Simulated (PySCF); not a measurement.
Cartesian coordinates in Å; atom numbers follow the order of the lines, from 1:
```xyz
21

C     3.9201   -0.4554   -0.3096
N     2.5330   -0.1519   -0.4192
C     1.7246   -0.5289    0.4764
C     0.3225   -0.2500    0.3844
C    -0.7556   -0.5457    1.1303
C    -1.7273    0.1477    0.2122
Si   -3.1982   -0.8005   -0.4895
C    -1.8252    1.6334    0.4928
C    -0.7700    1.9467   -0.2519
C    -0.4719    0.5240   -0.6470
H     4.2169   -1.0204   -1.1951
H     4.4785    0.4823   -0.3176
H     4.1793   -1.0277    0.5936
H     2.0416   -1.0981    1.3676
H    -0.9105   -1.0508    2.0660
H    -4.1661   -1.0293    0.5864
H    -2.7107   -2.0780   -1.0105
H    -3.8005    0.0022   -1.5535
H    -2.5035    2.1803    1.1206
H    -0.2522    2.8562   -0.4921
H    -0.3337    0.2807   -1.6931
```

[PySCF 2.14: shieldings: GIAO PBE0/pcSseg-1; GFN2-xTB geometry; one averaged value for each set of equivalent atoms; no relativistic terms; isolated molecule; a single conformation]

List the cross peaks expected in HSQC, COSY and HMBC spectra.

## Answers



HSQC (one-bond C–H):
```tsv
δH	δC
8.16 (H14)	158.7 (C3)
7.06 (H15)	157.8 (C5)
6.97 (H20)	151.4 (C9)
6.89 (H19)	155.8 (C8)
4.20 (H21)	54.8 (C10)
3.84 (H11/H12/H13)	52.1 (C1)
```

COSY cross peaks (H two or three bonds apart, from the bond graph; peaks can be absent where the dihedral angle is near 90°):
```tsv
δH	δH
6.97 (H20)	6.89 (H19)
6.97 (H20)	4.20 (H21)
```

HMBC (two and three bonds, from the bond graph):
```tsv
δH	δC
8.16 (H14)	160.7 (C4), 157.8 (C5), 54.8 (C10), 52.1 (C1)
7.06 (H15)	160.7 (C4), 158.7 (C3), 155.8 (C8), 54.8 (C10), 47.9 (C6)
6.97 (H20)	160.7 (C4), 155.8 (C8), 54.8 (C10), 47.9 (C6)
6.89 (H19)	157.8 (C5), 151.4 (C9), 54.8 (C10), 47.9 (C6)
4.20 (H21)	160.7 (C4), 158.7 (C3), 157.8 (C5), 155.8 (C8), 151.4 (C9), 47.9 (C6)
4.08 (H16/H17/H18)	157.8 (C5), 155.8 (C8), 54.8 (C10), 47.9 (C6)
3.84 (H11/H12/H13)	158.7 (C3)
```

Scale: ¹H (σref 31.72), ¹³C (σref 186.93) vs TMS (reference shieldings calculated alike).

Short H···H contacts in this conformer between protons four or more bonds apart (candidates for NOE cross peaks, intensity ∝ r⁻⁶): H13···H14 2.27 Å.

Shifts are as computed. Against solution values, carbons near 30 ppm lie about +3 ppm off and those near 130 ppm about +5 ppm. Of 1309 compounds with measured shifts, 239 miss one by over three times the rms of a fit or turn the order of signals round; such compounds aren't used in these exercises.
